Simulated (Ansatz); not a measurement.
Consider the substitution at a C–C bond: `CC1CB1F` + `[SH][Ge][Cl]` → `C[S][Ge][Cl]` + `FB1CC1`.

Isolated molecules relaxed with PBE0-D4/def2-TZVP in Ansatz; ΔE leaves out vibrations. CCSD(T)/CBS is the MP2 limit (def2-TZVPP, def2-QZVPP) plus CCSD(T) − MP2 in def2-TZVPP, frozen cores. DFT in def2-TZVPP. B3LYP here is the variant with VWN-RPA as its local correlation; programs differ in this. For Ge outer-core shells are correlated without core-valence functions, which leaves a few kJ/mol of doubt a bond. Scalar relativity is left out up to krypton. One conformer a species, not always the lowest.

Problem. Is it downhill or uphill in electronic energy at CCSD(T)/CBS, and by how much? (Estimate.)

Solution. The calculation gave: Uphill: ΔE = +6.8 kJ/mol.

Problem. What do these levels give: PBE-D4, r2SCAN-D4, B3LYP-D4, ωB97X-V, B2PLYP, PBE, PBE0, HF/def2-TZVPP, SCS-MP2/def2-TZVPP, HF/def2-QZVPP, SCS-MP2/def2-QZVPP, CCSD/CBS(def2)? (An estimate is asked.)

Solution. Computed: PBE-D4 2.6, r2SCAN-D4 4.1, B3LYP-D4 4.2, ωB97X-V 8.8, B2PLYP 6.4, PBE 3.9, PBE0 6.8, HF/def2-TZVPP 14.2, SCS-MP2/def2-TZVPP 9.3, HF/def2-QZVPP 14.6, SCS-MP2/def2-QZVPP 7.9, CCSD/CBS(def2) 9.3 kJ/mol.

Largest T1 diagnostic among the species: 0.014.

In def2-TZVPP, CCSD(T) changes the Hartree–Fock value by −4.6 kJ/mol (the triples alone add −2.5 kJ/mol) and MP2 by −6.6 kJ/mol.
